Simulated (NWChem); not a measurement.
System: GaH3O2; SMILES [OH][GaH][OH]

```xyz
6

Ga    -0.3253    -0.0444     0.0000
H     -1.8842    -0.0380     0.0000
O      0.5689    -1.6026     0.0000
H      1.5332    -1.4535     0.0000
O      0.7710     1.3904     0.0000
H      0.2812     2.2330     0.0000
```
Atoms are numbered in this order, from 1.

Level: PBE-D3(BJ)/def2-SVP (NWChem), optimised geometry, unscaled harmonic frequencies. 

```json
[
 {"frequency (cm⁻¹)": "186", "IR intensity (km/mol)": "18.8"},
 {"frequency (cm⁻¹)": "336", "IR intensity (km/mol)": "95.6"},
 {"frequency (cm⁻¹)": "364", "IR intensity (km/mol)": "145.0"},
 {"frequency (cm⁻¹)": "479", "IR intensity (km/mol)": "2.5"},
 {"frequency (cm⁻¹)": "553", "IR intensity (km/mol)": "71.3"},
 {"frequency (cm⁻¹)": "665", "IR intensity (km/mol)": "31.3"},
 {"frequency (cm⁻¹)": "697", "IR intensity (km/mol)": "88.9"},
 {"frequency (cm⁻¹)": "796", "IR intensity (km/mol)": "62.7"},
 {"frequency (cm⁻¹)": "831", "IR intensity (km/mol)": "111.9"},
 {"frequency (cm⁻¹)": "1982", "IR intensity (km/mol)": "89.6"},
 {"frequency (cm⁻¹)": "3726", "IR intensity (km/mol)": "52.1"},
 {"frequency (cm⁻¹)": "3738", "IR intensity (km/mol)": "46.4"}
]
```

- zero-point energy = 20.5 kcal/mol
- thermal correction to the enthalpy at 298.15 K (with zero-point energy) = 24.2 kcal/mol
- heat capacity Cv = 16.4 cal/(mol K)
- entropy at 298.15 K and 1 atm (symmetry number 1) = 70.6 cal/(mol K)
- dipole moment = 1.67 D

Rigid rotor and harmonic oscillator.
